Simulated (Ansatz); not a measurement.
A run for Ansatz (an electronic-structure program): U-PBE/def2-TZVPP on BrH2Sb (SMILES [Br][SbH2]), a point of a bond scan (R = 5.092 Å). Elements past Kr take the def2 small-core potentials; no spin–orbit coupling.

Ansatz 0.2 input:
```yaml
crystal:
  periodic: [false, false, false]
  atoms:
    - {symbol: Sb, position_ang: [-0.59846166, -0.60746259, 0.54114695]}
    - {symbol: H, position_ang: [-0.27151712, -1.97207194, -0.44922941]}
    - {symbol: H, position_ang: [-1.98547823, -0.24328907, -0.40408288]}
    - {symbol: Br, position_ang: [2.47152108, 2.50437419, -2.06944307]}
basis:
  gaussian:
    orbitals: def2-TZVPP
hamiltonian:
  xc: {name: PBE}
magnetization: {spin_polarized: true, initial_magnetization: 0}
```

Program output:

```
WARN ansatz: RAYON_NUM_THREADS=1 ignored (pool sized by the plan → 1); use --threads N
Functional definition: PBE
integrals: 0.04 GiB planned
877 factors; their error is unknown
mean field: 0.38 GiB planned
mean field evaluation 1: about -76598.7128 eV, gradient 1.8e1 eV
mean field evaluation 2: about -76394.8668 eV, gradient 7.9e1 eV
mean field evaluation 4: about -76589.8647 eV, gradient 2.3e1 eV
mean field evaluation 8: about -76603.5895 eV, gradient 6.5e-2 eV
mean field evaluation 16: about -76603.6474 eV, gradient 7.9e-1 eV
mean field evaluation 32: about -76603.8437 eV, gradient 4.7e-4 eV
mean field evaluation 64: about -76602.3854 eV, gradient 1.0e1 eV
mean field evaluation 96: about -76603.8437 eV, gradient 1.6e-3 eV
mean field evaluation 128: about -76601.8865 eV, gradient 1.0e1 eV
mean field evaluation 160: about -76603.5081 eV, gradient 1.4e0 eV
mean field evaluation 192: about -76600.1376 eV, gradient 9.9e0 eV
mean field evaluation 224: about -76603.7444 eV, gradient 7.7e-1 eV
mean field -76603.84372722 eV, -2815.1393330250 hartree, gradient 7.8e-6 eV, S^2 0.717060; 15 other end points of the search recorded, 0 dependent functions left out
reference -76603.84377040 eV, -2815.1393346118 hartree; 30, 30 occupied and 96, 96 virtual orbitals, 877 factors
Total energy: -76603.84377040 eV, -2815.1393346118 hartree
```

The run converged. Its determinant has ⟨S²⟩ = 0.72, a mixture of spin states.

Cost: about 29 core-seconds (a rough figure).
